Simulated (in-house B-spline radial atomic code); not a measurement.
## RPA and G0W0 on PBEsol: Bi V (Bi4+)

Configuration [Xe] 4f14 5d10 6s1, highest spin, mean-field start PBEsol. Computed with a B-spline radial code for spherical atoms: all electrons, scalar-relativistic (spin-free one-electron X2C), finite nucleus, each spin shell either full or empty, empty states to l = 9 with an (l + 1/2)⁻⁴ tail; G0W0 by contour deformation at full frequency.

Without the two-electron picture change, the correlation of inner shells comes somewhat too large for so heavy an element.

RPA overbinds a lone outer s electron by self-correlation, and G0W0 tends to as well.

Command:
```bash
python run_gw.py task.json out
```
Settings (radii: box in bohr, nucleus in fm):
```
Z                        83
electrons                79
configuration            [Xe] 4f14 5d10 6s1
hamiltonian              x2c
method                   pbesol
lmax                     9
rms_radius               5.5211
spin_polarised           True
box_radius               11.96
intervals                67
ion_configuration        [Xe] 4f14 5d10
```

Run time, properties included: 21 s on 1 thread of Arm Neoverse N1 (shared host).

Energies (hartree):

| term | value |
| --- | --- |
| mean-field total | -21526.01418 |
| Hartree-Fock functional on these orbitals | -21526.10069 |
| direct second order | -8.1667 |
| second-order exchange | 2.0202 |
| SOSEX correction | 1.9051 |

Problem. What is the RPA correlation energy, and what remains with SOSEX?

Solution. RPA gives -7.1973 hartree (-2.48 eV per electron); RPA + SOSEX gives -5.2921, and the second-order doubles -6.1465 hartree (no singles). RPA lacks exchange-type terms and so overcorrelates at short range.

Quasi-particle levels (eV):

```tsv
level	occupied	mean field	Σx - vxc	Σc	QP weight	G0W0
6s up	yes	-51.42	-3.30	?	?	?
5d down	yes	-67.17	-8.86	0.02	0.939	-76.01
5d up	yes	-67.58	-8.98	0.10	0.929	-76.46
6s down	no	-50.22	8.14	-3.13	0.956	-45.21
```

G0W0 = mean field + (Σx - vxc) + Σc, with Σc (partial-wave tail included) taken at the quasi-particle energy. Only the outer levels were computed. Levels of low weight are left out.

Problem. Where does G0W0 put 6s up?

Solution. At -56.92 eV, with Σc = -2.21 eV and a quasi-particle weight of 0.965. The tabulated removal energy is 54.856 ± 0.025 eV (NIST, measured); the calculation leaves out spin-orbit coupling, Breit and QED terms, and what these don't explain is the method's own error.

Problem. What does it cost to remove one electron (to [Xe] 4f14 5d10) by differences of total energies, each species on its own start (correlation terms add to the Hartree-Fock functional)?

Solution. PBEsol 56.75 eV, Hartree-Fock functional 54.21 eV, + RPA 56.68 eV, + RPA + SOSEX 55.95 eV, + second order 57.29 eV. Tabulated: 54.856 ± 0.025 eV (NIST, measured); the calculation leaves out spin-orbit coupling, Breit and QED terms, and what these don't explain is the method's own error.
